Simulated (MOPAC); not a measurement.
MOPAC input (PM3):

```
PM3 PRECISE GNORM=0.05 LET XYZ CHARGE=1 GEO-OK AUX(PRECISION=9) THREADS=1
HF2OSi

Si   -0.00516600 1    0.00120900 1    0.00336700 1
O     1.38196900 1   -0.56400300 1   -0.38810600 1
F    -0.70509900 1   -0.24961000 1    1.34259800 1
F    -0.73755000 1    0.87443300 1   -1.01424800 1
H     2.00041200 1   -1.12830800 1    0.10256600 1
```

From the output:

```
                                                       MOPAC v23.2.5 Linux

          FINAL HEAT OF FORMATION =        -88.88840 KCAL/MOL =    -371.90905 KJ/MOL

          COSMO AREA              =         92.77 SQUARE ANGSTROMS
          COSMO VOLUME            =         78.74 CUBIC ANGSTROMS

          GRADIENT NORM           =          0.01044          =       0.00467 PER ATOM
          IONIZATION POTENTIAL    =         17.982120 EV
          HOMO LUMO ENERGIES (EV) =        -17.982 -5.844
          NO. OF FILLED LEVELS    =         12
          MOLECULAR WEIGHT        =         83.0896         POINT GROUP:  Cs

          MOLECULAR DIMENSIONS (Angstroms)

            Atom       Atom       Distance
            H     5    F     4     3.57719
            F     3    O     2     2.47166
            F     4   Si     1     0.00000

          SCF CALCULATIONS        =         17

   ATOM   CHEMICAL          X               Y               Z
  NUMBER   SYMBOL      (ANGSTROMS)     (ANGSTROMS)     (ANGSTROMS)

     1      Si         -0.02413456  *   0.01214863  *   0.00188127  *
     2       O          1.41332362  *  -0.58034811  *  -0.38935272  *
     3       F         -0.69952154  *  -0.25673926  *   1.35136862  *
     4       F         -0.74287612  *   0.88371297  *  -1.02788805  *
     5       H          1.97452769  *  -1.13027078  *   0.13651716  *

                             CARTESIAN COORDINATES

   1   Si       -0.024134555     0.012148633     0.001881271
   2    O        1.413323620    -0.580348110    -0.389352725
   3    F       -0.699521539    -0.256739264     1.351368619
   4    F       -0.742876122     0.883712973    -1.027888051
   5    H        1.974527686    -1.130270784     0.136517161

           Empirical Formula: H O Si F2  =     5 atoms

      MOLECULAR POINT GROUP   :   Cs

                  EIGENVALUES
 -42.14321 -27.71161 -27.61147 -23.28119 -22.40730 -21.91538 -21.54206 -21.01315
 -20.86170 -20.84256 -18.41838 -17.98212  -5.84361  -5.00196  -2.98113  -2.67597
  -0.02633

              NET ATOMIC CHARGES AND DIPOLE CONTRIBUTIONS

  ATOM NO.   TYPE          CHARGE      No. of ELECS.   s-Pop       p-Pop
    1         Si           1.630502        2.3695     0.75512     1.61438
    2          O          -0.484076        6.4841     1.72631     4.75777
    3          F          -0.223917        7.2239     1.59613     5.62779
    4          F          -0.201165        7.2012     1.58372     5.61745
    5          H           0.278656        0.7213     0.72134
 DIPOLE           X         Y         Z       TOTAL
 POINT-CHG.     0.839    -0.752     0.636     1.294
 HYBRID         0.524    -0.420     0.292     0.732
 SUM            1.363    -1.172     0.929     2.023

          ATOMIC ORBITAL ELECTRON POPULATIONS

     Atom    s        px        py        pz
    1 Si   0.75512   0.54653   0.47069   0.59716
    2  O   1.72631   1.45963   1.63775   1.66040
    3  F   1.59613   1.90819   1.91332   1.80629
    4  F   1.58372   1.89781   1.85706   1.86258
    5  H   0.72134

 **********************
 *                    *
 * JOB ENDED NORMALLY *
 *                    *
 **********************

 == MOPAC DONE ==
```

The dipole moment of an ion depends on the origin.

The geometry given is a B3LYP-D3(BJ)/def2-TZVP minimum.
